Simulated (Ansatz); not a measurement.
A nudged elastic band was laid between two geometries of BrH + ClGeH3 (7 atoms, charge 0, multiplicity 1).

Theory: RKS B3LYP-D4/def2-SVP (Ansatz).

* movable images: 9
* climbing image: yes
* spring: 5.0 eV/Å²
* optimiser: quadratic models (default)
* start path: through a guess of the saddle point
* force threshold: 0.05 eV/Å
* iteration limit: 53
* end points: relaxed

Initial state:

```xyz
7
Properties=species:S:1:pos:R:3
Ge -1.067 0.080 -0.208
Cl -0.017 -1.665 0.627
H -0.456 0.347 -1.589
H -0.848 1.240 0.773
H -2.546 -0.327 -0.299
H 2.046 -0.403 0.492
Br 2.888 0.728 0.204
```

Final state:

```xyz
7
Properties=species:S:1:pos:R:3
Ge -0.614 0.636 -0.576
Cl 0.627 -1.907 1.897
H -1.049 1.674 -1.624
H -0.916 1.101 0.854
H -1.173 -0.760 -0.880
H 1.398 -1.238 1.093
Br 1.728 0.494 -0.763
```

Which bonds break or form, and what moves?

Bonds broken: Ge1–Cl2, H6–Br7. Bonds formed: Ge1–Br7, Cl2–H6. BrH + ClGeH3 becomes BrGeH3 + ClH.

What energy profile does the band end with?

It converged. The highest image is number 4 of 0 to 10, 129.0 kJ/mol above the first end and 133.6 kJ/mol above the last; the last end lies 4.6 kJ/mol below the first. A vibrational analysis at the climbing image gives one clearly imaginary mode, 457i cm⁻¹: a first-order saddle point. The orbitals stay closed-shell, which can raise the energy where a bond breaks towards radicals; this wasn't checked here.

```
image  path coordinate (Å)  energy (kJ/mol)  Ge1–Cl2 (Å)  H6–Br7 (Å)  Ge1–Br7 (Å)
    0                 0.00              0.0         2.20        1.44         4.03
    1                 0.46              2.4         2.21        1.44         3.77
    2                 0.92             25.5         2.24        1.46         3.40
    3                 1.37             81.5         2.37        1.53         3.06
    4                 1.83            129.0         2.62        1.78         2.80
    5                 2.26             96.4         2.90        1.99         2.58
    6                 2.68             46.0         3.21        2.13         2.44
    7                 3.11             10.6         3.52        2.27         2.38
    8                 3.53             -2.8         3.79        2.47         2.36
    9                 3.96             -4.2         3.80        2.55         2.35
   10                 4.38             -4.6         3.76        2.56         2.35
```

What is the geometry of the highest image?


```xyz
7
Properties=species:S:1:pos:R:3
Ge -0.687 0.338 -0.284
Cl 0.309 -1.703 1.013
H -0.461 0.854 -1.714
H -0.836 1.383 0.823
H -1.898 -0.615 -0.342
H 1.476 -0.849 0.667
Br 2.097 0.593 -0.163
```

What are the harmonic wavenumbers there?

457i, 107, 181, 255, 487, 526, 603, 760, 816, 852, 942, 1133, 2126, 2143, 2201 cm⁻¹.

The band took 18 iterations and about 14 core-minutes.

Run time: 7.4 min on 2 threads of Arm Neoverse V1, with other jobs on the host, peak memory 0.25 GiB.
